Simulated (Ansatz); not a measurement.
Process, species as SMILES: Cl[Se]Cl + H+ → Cl[SeH+]Cl
B3LYP-D3(BJ)/def2-TZVP geometries, fixed; electronic energies without zero-point terms; positive where energy is released.

Basis-set convergence of the proton affinity at CCSD(T) with Ansatz (a first-principles code). Cartesian d functions, on some or all atoms, in 6-31G, 6-31G*, 6-311G**; all else is spherical. Cores are frozen (with 3d on Ga to Br). The proton sits at the site shown, which need not be the one that binds it best. No added dispersion term, no relativity. Functions are those of the species that has most. Reference: Hartree-Fock in aug-cc-pV(Q+d)Z plus the correlation part extrapolated as X^-3 from aug-cc-pV(T+d)Z and aug-cc-pV(Q+d)Z, 167.61 kcal/mol, itself unsure by roughly 0.43 kcal/mol (a third of the extrapolation step and of the last Hartree-Fock step).

| basis | functions | proton affinity (kcal/mol) |
|---|---|---|
| 6-31G | 57 | 143.58 |
| def2-SVP | 73 | 171.39 |
| 6-31G* | 75 | … |
| cc-pV(D+d)Z | 78 | … |
| def2-SVPD | 103 | 168.08 |
| 6-311G** | 104 | 170.57 |
| def2-TZVPPD | 176 | … |
| aug-pcseg-2 | 182 | 169.87 |
| cc-pV(Q+d)Z | 226 | 168.95 |
| pcseg-3 | 229 | 169.49 |
| def2-QZVP | 245 | … |
| def2-QZVPP | 259 | 169.06 |
| aug-cc-pV(Q+d)Z | 317 | 168.49 |

**Question.** Some entries are withheld; supply them.

**Answer.** 
- 6-31G*, proton affinity (kcal/mol): 163.35
- cc-pV(D+d)Z, proton affinity (kcal/mol): 169.73
- def2-TZVPPD, proton affinity (kcal/mol): 170.04
- def2-QZVP, proton affinity (kcal/mol): 169.01
